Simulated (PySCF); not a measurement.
Stretching GaF

Set-up: basis Ga def2-TZVPP, F def2-TZVPP; no relativity; PySCF 2.14. Energies in eV from Ga + F in their ground configurations at the same level. State: ¹Σ⁺ (singlet), closed shell.

All columns are PBE0. A positive dipole means Ga(−)F(+).

```json
{"R (Å)": "1.541", "E (eV)": "-4.921", "μ (D)": "-0.65", "Mulliken charge on Ga (basis-dependent)": "0.27", "HOMO (eV)": "-7.22", "LUMO (eV)": "-0.95", "Mayer bond order": "1.04", "⟨S²⟩": "0.00"}
{"R (Å)": "1.613", "E (eV)": "-5.502", "μ (D)": "-1.10", "Mulliken charge on Ga (basis-dependent)": "0.30", "HOMO (eV)": "-7.40", "LUMO (eV)": "-1.07", "Mayer bond order": "1.01", "⟨S²⟩": "0.00"}
{"R (Å)": "1.685", "E (eV)": "-5.811", "μ (D)": "-1.55", "Mulliken charge on Ga (basis-dependent)": "0.34", "HOMO (eV)": "-7.57", "LUMO (eV)": "-1.20", "Mayer bond order": "0.98", "⟨S²⟩": "0.00"}
{"R (Å)": "1.738", "E (eV)": "-5.916", "μ (D)": "-1.90", "Mulliken charge on Ga (basis-dependent)": "0.38", "HOMO (eV)": "-7.69", "LUMO (eV)": "-1.29", "Mayer bond order": "0.94", "⟨S²⟩": "0.00"}
{"R (Å)": "1.792", "E (eV)": "-5.943", "μ (D)": "-2.25", "Mulliken charge on Ga (basis-dependent)": "0.41", "HOMO (eV)": "-7.80", "LUMO (eV)": "-1.38", "Mayer bond order": "0.91", "⟨S²⟩": "0.00"}
{"R (Å)": "1.846", "E (eV)": "-5.910", "μ (D)": "-2.60", "Mulliken charge on Ga (basis-dependent)": "0.44", "HOMO (eV)": "-7.90", "LUMO (eV)": "-1.48", "Mayer bond order": "0.88", "⟨S²⟩": "0.00"}
{"R (Å)": "1.917", "E (eV)": "-5.800", "μ (D)": "-3.07", "Mulliken charge on Ga (basis-dependent)": "0.48", "HOMO (eV)": "-8.02", "LUMO (eV)": "-1.60", "Mayer bond order": "0.83", "⟨S²⟩": "0.00"}
{"R (Å)": "2.007", "E (eV)": "-5.591", "μ (D)": "-3.66", "Mulliken charge on Ga (basis-dependent)": "0.52", "HOMO (eV)": "-8.11", "LUMO (eV)": "-1.75", "Mayer bond order": "0.78", "⟨S²⟩": "0.00"}
{"R (Å)": "2.115", "E (eV)": "-5.281", "μ (D)": "-4.35", "Mulliken charge on Ga (basis-dependent)": "0.56", "HOMO (eV)": "-8.15", "LUMO (eV)": "-1.92", "Mayer bond order": "0.74", "⟨S²⟩": "0.00"}
{"R (Å)": "2.258", "E (eV)": "-4.826", "μ (D)": "-5.25", "Mulliken charge on Ga (basis-dependent)": "0.61", "HOMO (eV)": "-8.04", "LUMO (eV)": "-2.14", "Mayer bond order": "0.68", "⟨S²⟩": "0.00"}
```

A fit through these points gives, at Re = 1.787 Å, μ = -2.22 D and dμ/dR = -6.54 D/Å; the reduced mass is 14.89 u.

How strong is the fundamental in the double-harmonic approximation, I = 42.26·(dμ/dR)²/μred km/mol?

I = 42.26·(-6.54)²/14.89 = 121 km/mol at PBE0.
